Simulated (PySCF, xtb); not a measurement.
Si(Cl)2(NCO)(OH) (CHCl2NO2Si), SMILES Cl[Si](Cl)(N=C=O)O.

GFN2-xTB in xtb at its own geometry gives an orbital gap of 5.93 eV and a dipole moment of 2.42 D.

The structure is a stationary point at ωB97X-D3(BJ)/def2-SVP. The structure was generated by enumeration, and PubChem lists no compound with its InChIKey, so it may never have been made. The values are those of a single conformer.

Q: What does PBE/def2-TZVP in PySCF give? (Estimate from the structure and the level; the computed values follow.)

A: gap 6.59 eV (levels -7.69 and -1.10 eV), dipole 1.78 D.
